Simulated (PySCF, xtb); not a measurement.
B₂Cl₃, SMILES Cl[B]B(Cl)Cl, multiplicity 2. The values are those of a single conformer.

Harmonic wavenumbers (cm⁻¹) from GFN2-xTB (xtb) at its own minimum, in rising order: 31, 139, 200, 347, 366, 371, 630, 764, 1369.

What does PBE-D3(BJ)/def2-SVP (PySCF 2.14.0) give at its own minimum? (Estimate from the structure and the level; the computed values follow.)

50, 118, 204, 345, 390, 393, 805, 887, 1355. Paired by order, the mean absolute difference is 45 cm⁻¹ and the zero-point energies are 6.0 and 6.5 kcal/mol.
